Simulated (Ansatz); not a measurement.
Basis-set extrapolation for Cl$_{2}$F$_{2}$H$_{2}$O$_{2}$Si$_{2}$, SMILES `O[SiH](Cl)O[Si](F)(F)Cl` (PBE0-D4/def2-TZVP geometry, frozen core, Ansatz 0.2.0). Multiplicity 1, RHF reference.

```csv
,def2-TZVPP,def2-QZVPP
HF,-1847.282919,-1847.345357
MP2 correlation,-1.561460,-1.708378
CCSD(T) correlation,-1.659058,not run
```

Energies in hartree. Use E(X) = E(∞) + A·exp(−7.88·√X) for Hartree–Fock and E(X) = E(∞) + B·X^(−2.97) for correlation, with X = 3 and 4, and add CCSD(T) minus MP2 of the smaller set to the MP2 limit.

Task: What is the CCSD(T) energy at the basis-set limit?

Result: HF limit: -1847.345357 + (-0.062438) × 0.13774 = -1847.35396. MP2 limit: -1.708378 + (-0.146918) × 0.74074 = -1.81721. Higher-order term: -1.659058 − (-1.561460) = -0.09760. Total: -1849.26877 hartree, 8.89 eV below CCSD(T)/def2-TZVPP.
